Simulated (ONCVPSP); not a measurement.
# Pm, ONCV: configuration errors across variants

```json
{
 "Element": "promethium",
 "Generator": "ONCVPSP 4.0.1",
 "Type": "optimised norm-conserving Vanderbilt (ONCV)",
 "Functional": "PBE",
 "Relativity": "scalar-relativistic",
 "Frozen core": "[Kr] 4d10 4f4",
 "Valence charge": "11",
 "Reference configuration": "5s2 5p6 5d1.5 6s1.5",
 "Partial waves": "5s+6s: rc 2.20 bohr, ncon 4, nbas 7, qcut 7.1 1/bohr, 2 projectors; 5p: rc 2.50 bohr, ncon 3, nbas 6, qcut 4.8 1/bohr, 2 projectors, debl 3.3 Ha; 5d: rc 2.20 bohr, ncon 4, nbas 8, qcut 4.4 1/bohr, local",
 "Local potential": "the d channel",
 "Core correction": "Teter function, fcfact 5.25, rcfact 1.75"
}
```

All-electron excitation energies from the reference (eV): (1) 5s2 5p6 5d1 6s2 -0.600; (2) 5s2 5p6 5d1 6s1 5.760; (3) 5s2 5p6 5d1 6s0 17.363; (4) 5s2 5p5 5d1 6s2 29.590.

3 further variants failed, have other tests or too few solved ones, and are left out.

Errors AE − PS in meV (a dash: test not solved or not reliable):

| change | (1) | (2) | (3) | (4) | bound ghosts | GHOST(+) flags above zero |
| --- | --- | --- | --- | --- | --- | --- |
| base | -3.8 | -9.9 | -50 | -263 | none | none |
| all radii but the core radius scaled by about 0.94 (s 2.08, p 2.36, d 2.08 bohr) | -3.8 | -9.9 | -50 | -259 | none | s |
| all radii but the core radius scaled by about 1.10 (s 2.42, p 2.74, d 2.42 bohr) | -3.9 | -9.8 | -50 | -266 | none | none |
| all radii but the core radius scaled by about 1.15 (s 2.54, p 2.88, d 2.54 bohr) | -4.1 | -10.0 | -51 | -265 | none | none |
| all radii but the core radius scaled by about 1.19 (s 2.62, p 2.98, d 2.62 bohr) | -4.1 | -10.0 | -52 | -263 | none | none |
| all radii but the core radius scaled by about 1.25 (s 2.74, p 3.12, d 2.74 bohr) | -4.1 | -10 | -53 | -260 | none | none |

Q: Give the same row for: all radii but the core radius scaled by about 1.34 (s 2.94, p 3.34, d 2.94 bohr).

A: -4.4, -10, -57, -241; bound ghosts: none; GHOST(+) flags above zero: none.
